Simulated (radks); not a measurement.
The numbers below are computed, except where a source is named.
Task: Neutral terbium: order these configurations by energy. Level of theory: scalar-relativistic Kohn-Sham, LDA (Slater exchange, Perdew-Wang correlation), spin-polarised, spherical densities, finite nucleus; Fermi nuclear charge, rms radius of each element as measured or else 0.836 A^(1/3) + 0.57 fm (a radial shooting solver on a logarithmic mesh with Libxc functionals). Open shells are filled with parallel spins first. [Xe] 4f8 5d1 6s2; [Xe] 4f8 6s2 6p1; [Xe] 4f9 5d1 6s1; [Xe] 4f9 6s1 6p1; [Xe] 4f9 6s2.

Result: From the lowest, in eV above it: [Xe] 4f9 6s2 0.000; [Xe] 4f8 5d1 6s2 1.378; [Xe] 4f9 5d1 6s1 1.839; [Xe] 4f9 6s1 6p1 2.168; [Xe] 4f8 6s2 6p1 3.418.
